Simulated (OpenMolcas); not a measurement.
F2+.

| Property | Result |
| --- | --- |
| Program | OpenMolcas 26.06 |
| Basis | ANO-RCC-VTZP [4s3p2d1f] |
| Scalar Hamiltonian | DKH2, point nucleus |
| Active space | 5 electrons in 9 orbitals (RAS2 2s 2p; RAS3 3d, at most 2 electrons) |
| State averaging | 2S+1 = 4 odd, 1 root; 2S+1 = 2 odd, 8 roots; 2S+1 = 4 even, 3 roots; 2S+1 = 2 even, 9 roots |
| Spin-orbit coupling | state interaction with AMFI integrals over the reference wave functions, term energies averaged over their components |

Two sets of levels on these reference wave functions, in cm-1 above 2s2 2p3 4S* 3/2: one from RASSCF and one from SS-RASPT2, IPEA 0.25 Eh, imaginary shift 0.1 Eh (closed shells correlated: 1s).

```json
{"Level": "2s2 2p3 4S* 3/2", "Set 1": "0.0", "Set 2": "0.0"}
{"Level": "2s2 2p3 2D* 3/2", "Set 1": "36800", "Set 2": "34870"}
{"Level": "2s2 2p3 2D* 5/2", "Set 1": "36810", "Set 2": "34880"}
{"Level": "2s2 2p3 2P* 3/2", "Set 1": "55080", "Set 2": "52670"}
{"Level": "2s2 2p3 2P* 1/2", "Set 1": "55080", "Set 2": "52670"}
{"Level": "2s 2p4 4P 5/2", "Set 1": "154540", "Set 2": "152820"}
{"Level": "2s 2p4 4P 3/2", "Set 1": "154850", "Set 2": "153130"}
{"Level": "2s 2p4 4P 1/2", "Set 1": "155030", "Set 2": "153310"}
{"Level": "2s 2p4 2D 3/2", "Set 1": "216540", "Set 2": "212160"}
{"Level": "2s 2p4 2D 5/2", "Set 1": "216540", "Set 2": "212160"}
{"Level": "2s 2p4 2S 1/2", "Set 1": "257860", "Set 2": "251200"}
{"Level": "2s 2p4 2P 3/2", "Set 1": "276330", "Set 2": "270380"}
{"Level": "2s 2p4 2P 1/2", "Set 1": "276690", "Set 2": "270750"}
```

Which set is which?

Set 2 is SS-RASPT2. Its levels of the other terms of 2s2 2p3 lie at 0.95 to 0.96 of the other set's values, as expected, since terms of lower spin or lower L gain more correlation energy than the Hund ground term. Against 8 measured levels (Moore, Atomic Energy Levels, vol. I, NSRDS-NBS 35 (1971 reprint of NBS Circular 467, 1949)) the mean absolute deviation is 2100 cm-1 with it and 6200 cm-1 without; single levels miss by up to 3800 cm-1 with it.

Term energies are means over components that CASPT2 splits; among the terms shown or strongly mixed into the levels shown the widest spread is 12 cm-1 (2s2 2p3 2D*, SS-RASPT2). Active for correlation alone: 3d; no level in the range computed is led by a configuration that fills it, so any true level of that kind is missing. Computed and measured levels are paired by configuration, term and J; levels that our copy of the source lacks, or whose pairing is in doubt (as where it misses far off the trend of its configuration), stay unpaired and out of the deviations. Levels of configurations outside the active space are missing.

* marks odd parity.
